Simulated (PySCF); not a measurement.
# What a mistake does to a calculation on BCClH6Si

Calculated results; nothing here was measured. They come from PySCF 2.14.0, an open-source quantum chemistry program, on an isolated molecule that a program drew, which may never have been made. The molecule is BCClH6Si (charge 0, singlet), drawn as the SMILES string `CB[SiH2]Cl`.

Each row is a Hartree-Fock (HF) and frozen-core CCSD(T) single point in the cc-pV(D+d)Z basis, meant for a local HF minimum. Run 1 is clean. Each other run has one planted mistake out of seven kinds, and not every kind appears here: one electron removed, one electron added, multiplicity raised by two, geometry at a saddle point, minimal basis STO-3G, one bond length entered in bohr, all coordinates scaled. The reference is restricted for singlets and unrestricted otherwise, and also for a bond in bohr. Adding or removing an electron swaps singlet and doublet. Electrons count all cores. HOMO and LUMO are orbital energies over both spins, the gradient is its largest component, and the lowest frequency (negative if imaginary) is given only where the gradient is small. Bond lengths are over the 9 bonds as drawn. T1 is the CCSD diagnostic: over 0.02 (restricted) or 0.045 (unrestricted) a single reference is doubtful.

Geometry of the clean run:
```xyz
10
BCClH6Si, angstrom
C    -1.9614    0.2458    1.4233
B    -0.8387    1.2698    1.0105
Si    1.1363    0.7583    1.0312
Cl    2.3864    2.4215    0.8511
H    -2.2777    0.5455    2.4348
H    -2.8524    0.3311    0.7950
H    -1.6559   -0.8011    1.4776
H    -1.1618    2.3847    0.7012
H     1.4498   -0.1400   -0.1034
H     1.5193    0.0739    2.2858
```

```
run,electrons,basis functions,<S^2>,HOMO (eV),LUMO (eV),gradient (hartree/bohr),lowest frequency (cm^-1),mean bond (Å),longest bond (Å),T1,HF (hartree),CCSD(T) (hartree),mistake
1,48,104,0.000,-10.85,1.53,6.4e-06,26,1.4613,2.088,0.0099,-814.52395,-815.06043,no fault
2,48,104,0.000,-10.80,1.76,4.2e-02,-,1.3912,1.988,0.0097,-814.50163,-815.03448,all coordinates scaled
3,48,104,2.011,-7.35,-1.65,4.7e-02,-,1.4613,2.088,0.0175,-814.39233,-814.92566,?
4,47,104,0.763,-17.22,-8.52,1.1e-01,-,1.4613,2.088,0.0318,-814.16680,-814.69290,?
```

**Which mistake was planted in run 3, and what did it cost?**

Electrons, basis and geometry are unchanged, and <S^2> is 2.011, beside S(S+1) = 2.00 for a multiplicity of 3. So the mistake is: multiplicity raised by two. Subtracting run 1 and multiplying by 627.51 kcal/mol a hartree, the energy moved by 82.6 kcal/mol in HF and 84.6 kcal/mol in CCSD(T).

**Which mistake was planted in run 4, and what did it cost?**

It counts 47 electrons, one fewer than the clean run, at the same geometry and basis. So the mistake is: one electron removed. Subtracting run 1 and multiplying by 627.51 kcal/mol a hartree, the energy moved by 224.1 kcal/mol in HF and 230.6 kcal/mol in CCSD(T).

